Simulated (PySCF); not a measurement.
C₂H₂, SMILES C#C. Coordinates come from a PBE-D3(BJ)/def2-TZVPD optimisation.

TDDFT-PBE0/def2-TZVPD in PySCF 2.14.0 puts the lowest singlet excitations at 6.66, 6.92, 6.92, 7.94, 7.94, 8.23 eV.

### Question
What are the lowest excitation roots from ADC(2)/aug-cc-pVDZ run with PySCF? (An estimate is asked for; the answer gives what the named calculation found.)

### Answer
7.28, 7.59, 8.20, 8.20, 8.56, 8.56 eV. S1 differs by 0.63 eV (second minus first; roots are paired by order, and the bases may differ).
